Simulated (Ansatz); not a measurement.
`CC[SiH2][TeH]` + H₂O → `O[SiH2][TeH]` + ethane  (formal hydrolysis of the Si–C bond)

Isolated molecules relaxed with PBE0-D4/def2-TZVP in Ansatz; ΔE leaves out vibrations. CBS: MP2 limit from def2 TZ/QZ plus the TZ coupled-cluster correction, frozen cores. This one scheme is used for every species. Functionals use def2-TZVPP. B3LYP here is the variant with VWN-RPA as its local correlation; programs differ in this. Elements past krypton have def2 core potentials. For Te outer-core shells are correlated without core-valence functions, which leaves a few kJ/mol of doubt a bond. One conformer a species, not always the lowest.

| level | ΔE (kJ/mol) | difference from CCSD(T)/CBS |
| --- | --- | --- |
| PBE-D4 | -86.9 | 3.0 |
| r2SCAN-D4 | -98.3 | -8.4 |
| PBE0-D4 | -87.9 | 2.0 |
| B3LYP-D4 | -97.4 | -7.5 |
| ωB97X-V | -95.6 | -5.7 |
| ωB97M-V | -94.8 | -4.9 |
| B2PLYP | -103.5 | -13.6 |
| PBE | -93.4 | -3.5 |
| r2SCAN | -100.3 | -10.4 |
| PBE0 | -93.9 | -4.0 |
| B3LYP | -107.8 | -17.9 |
| HF/def2-TZVPP | -117.2 | -27.3 |
| MP2/def2-TZVPP | -92.0 | -2.1 |
| SCS-MP2/def2-TZVPP | -97.7 | -7.8 |
| CCSD/def2-TZVPP | -95.6 | -5.7 |
| CCSD(T)/def2-TZVPP | -92.6 | -2.7 |
| HF/def2-QZVPP | -117.7 | -27.8 |
| MP2/def2-QZVPP | -90.7 | -0.8 |
| SCS-MP2/def2-QZVPP | -96.5 | -6.6 |
| HF/CBS(def2) | -117.8 | -27.9 |
| MP2/CBS(def2) | -89.4 | 0.5 |
| CCSD/CBS(def2) | -93.0 | -3.1 |
| CCSD(T)/CBS | -89.9 | 0 |

Largest T1 diagnostic among the species: 0.011.

In def2-TZVPP, CCSD(T) changes the Hartree–Fock value by +24.6 kJ/mol (the triples alone add +3.0 kJ/mol) and MP2 by +25.1 kJ/mol. The D4 term adds +10.3 kJ/mol with B3LYP and +6.0 kJ/mol with PBE0; it sums over pairs of atoms, weighted by their polarisabilities, and B3LYP, whose exchange is more repulsive, gets the larger term.
